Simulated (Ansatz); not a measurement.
Born–Oppenheimer molecular dynamics of C2H5BOSi (10 atoms, charge 0, multiplicity 1). It starts from a relaxed structure.

Theory: UKS r2SCAN/STO-3G in Ansatz 0.2.0.

```
ensemble                      : NVE (velocity Verlet)
time step                     : 0.5 fs
steps asked                   : 66
starting velocities drawn for : 3000 K
seed                          : 529237
```

First frame:

```xyz
10
Properties=species:S:1:pos:R:3
B -1.954 0.469 0.734
C -0.947 0.403 -0.378
C 0.328 -0.066 -0.190
O 1.010 -0.565 0.929
Si 2.027 -0.543 -0.546
H -1.664 0.111 1.812
H -3.035 0.878 0.536
H -1.170 0.727 -1.404
H 3.121 0.400 -0.470
H 2.369 -1.866 -1.020
```

Task: What does the run give?

Result: All steps were run.

- steps done: 66
- time covered: 33 fs
- mean temperature over the second half: 1465 K
- spread of the potential energy over the second half: 25.6 meV per atom
- mean potential energy of the second half above the start: 159.5 meV per atom

The conserved energy stayed within 1.4 meV per atom of its start (net change 0.73 meV per atom), so the integration is sound. A run of 0.033 ps of so small a system gives no equilibrium averages. Limits of this set-up: minimal basis.

Task: What happens to the structure?

Result: The same pairs are bonded in the first frame and the last. Pairs count as bonded within 1.25 times the sum of covalent radii (0.12 Å more for H–H). This is one draw of velocities; another would differ in detail.

Task: How do temperature and energy run in time?

Result: 
```
time (fs)  T (K)  potential energy less start (eV)  conserved less start (meV/atom)
      0.0   3000                             0.000                             0.00
      2.5   2008                             1.034                             0.89
      5.0   1187                             1.884                             0.97
      7.5   1084                             1.989                             0.72
     10.0   1116                             1.957                             0.87
     12.5   1672                             1.377                             0.42
     15.0   1665                             1.387                             0.70
     17.5   1356                             1.710                             1.02
     20.0   1642                             1.408                             0.43
     22.5   1154                             1.917                             0.81
     25.0   1181                             1.889                             0.73
     27.5   1593                             1.462                             0.63
     30.0   1610                             1.444                             0.66
     32.5   1787                             1.262                             0.79
```

The run took 11 min on 1 CPU thread of a shared host.
